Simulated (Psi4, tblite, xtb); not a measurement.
Intermolecular potential of HBr ··· CH4 (SMILES Br and C). Monomers: optimised at B3LYP-D3(BJ) (def2-TZVP), held rigid. Orientation: a higher rigid-body minimum at GFN2-xTB. The monomers approach along the line of their centres of mass (distance R); nothing else relaxes.

Geometry at R = 3.91 Å (first 2 atoms: monomer A):
```
7

Br     0.7124     0.0000     0.0000
H     -0.7124     0.0000     0.0000
C     -2.5716     2.1157    -0.3765
H     -2.1049     2.0715    -1.3596
H     -3.2810     2.9416    -0.3481
H     -1.8056     2.2688     0.3825
H     -3.0949     1.1808    -0.1807
```

- GFN2-xTB (tblite)
- SAPT0/jun-cc-pVDZ, frozen core (Psi4)
- GFN1-xTB (xtb)
- PBE-D3(BJ)/def2-TZVP, counterpoise-corrected (Psi4)
- HF/aug-cc-pVTZ, counterpoise-corrected (Psi4)

Interaction energies in kJ/mol (negative: bound); R is the distance of the centres of mass, d the H2···H6 distance.

```
R / Å  d / Å  GFN2-xTB  SAPT0/jun-cc-pVDZ  GFN1-xTB  PBE-D3(BJ)/def2-TZVP  HF/aug-cc-pVTZ
-----  -----  --------  -----------------  --------  --------------------  --------------
3.28    2.06      4.81              14.42     10.64                  8.28           25.53
3.54    2.25     -2.91               3.99      1.73                 -0.76           10.49
3.72    2.39     -4.46               0.78     -0.63                 -3.18            5.41
3.91    2.55     -4.70              -0.80     -1.59                 -4.07            2.51
4.10    2.71     -4.33              -1.38     -1.82                 -4.12            1.02
4.32    2.90     -3.68              -1.48     -1.71                 -3.68            0.20
4.57    3.11     -2.93              -1.30     -1.44                 -2.98           -0.15
4.94    3.45     -2.02              -0.93     -1.04                 -2.00           -0.26
5.44    3.91     -1.21              -0.56     -0.64                 -1.07           -0.20
6.14    4.57     -0.61              -0.28     -0.31                 -0.45           -0.11
7.08    5.47     -0.27              -0.12     -0.12                 -0.17           -0.05
8.42    6.77     -0.10              -0.04     -0.04                 -0.06           -0.02
```

Lowest grid point: GFN2-xTB -4.70 kJ/mol at R = 3.91 Å; SAPT0/jun-cc-pVDZ -1.48 kJ/mol at R = 4.32 Å; GFN1-xTB -1.82 kJ/mol at R = 4.10 Å; PBE-D3(BJ)/def2-TZVP -4.12 kJ/mol at R = 4.10 Å; HF/aug-cc-pVTZ -0.26 kJ/mol at R = 4.94 Å.
